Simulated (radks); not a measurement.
All-electron atom: Ce I in [Xe] 4f1 5d1 6s2. Method: scalar-relativistic Kohn-Sham, HCTH/407, spin-unpolarised, spherical densities, finite nucleus; Fermi nuclear charge, rms radius 4.8771 fm; computed with a radial shooting solver on a logarithmic mesh with Libxc functionals.

Local quantities along the radius. ELF = 1/(1 + alpha^2) is the electron localisation function; alpha = (tau - tau_W)/tau_unif compares the Pauli kinetic energy density with that of the uniform gas. tau is taken from the large components.

```
   r/bohr * ELF (the largest magnitude, 0.999, reaches the edge; | marks zero)
 0.002559 |                                                      *
 0.002979 |                                                      *
 0.003496 |                                                      *
  0.00407 |                                                      *
 0.004738 |                                                      *
  0.00556 |                                                      *
 0.006472 |                                                      *
 0.007535 |                                                      *
 0.008842 |                                                      *
  0.01029 |                                                     *
  0.01198 |                                                     *
  0.01395 |                                                    *
  0.01637 |                                                  *
  0.01906 |                                              *
  0.02219 |                                       *
  0.02604 |                             *
  0.03031 |                     *
  0.03529 |                 *
  0.04141 |                  *
  0.04821 |                        *
  0.05612 |                                *
  0.06534 |                                      *
  0.07667 |                                        *
  0.08926 |                                     *
   0.1039 |                              *
   0.1219 |                    *
    0.142 |                 *
   0.1653 |                       *
   0.1939 |                                 *
   0.2258 |                                        *
   0.2628 |                                        *
    0.306 |                                *
   0.3591 |               *
    0.418 |          *
   0.4866 |                     *
   0.5711 |                                     *
   0.6648 |                                         *
    0.774 |                                    *
   0.9083 |                        *
    1.057 |              *
    1.231 |                 *
    1.433 |                             *
    1.682 |                                      *
    1.958 |                                   *
    2.279 |                       *
    2.675 |           *
    3.114 |        *
    3.625 |             *
    4.254 |                            *
    4.952 |                                      *
    5.765 |                                         *
    6.711 |                                        *
    7.876 |                                 *
    9.169 |                   *
    10.67 |    *
    12.53 |*
```

On this mesh the ELF has minima near r = 0.035, 0.14, 0.42, 1.1, 3.1 bohr, which separate the shells, and maxima near 0.077 (0.75), 0.26 (0.75), 0.66 (0.76), 1.7 (0.70), 5.8 (0.77).

Self-consistent cycle (total energy in hartree, residual of the potential): 1: -8863.464883, 4e+00; 2: -8865.207036, 2e+00; 3: -8865.339505, 7e-01; 4: -8865.372599, 5e-02; 5: -8865.374136, 9e-03; 6: -8865.374389, 4e-03; 7: -8865.374396, 2e-03; 8: -8865.374386, 3e-04; 9: -8865.374384, 1e-05; 10: -8865.374384, 2e-05; 11: -8865.374384, 8e-06; 12: -8865.374384, 6e-06; 13: -8865.374384, 1e-06; 14: -8865.374384, 1e-07; 15: -8865.374384, 9e-08; 16: -8865.374384, 7e-08; 17: -8865.374384, 7e-08; 18: -8865.374384, 7e-08; 19: -8865.374384, 3e-08; 20: -8865.374384, 7e-09.
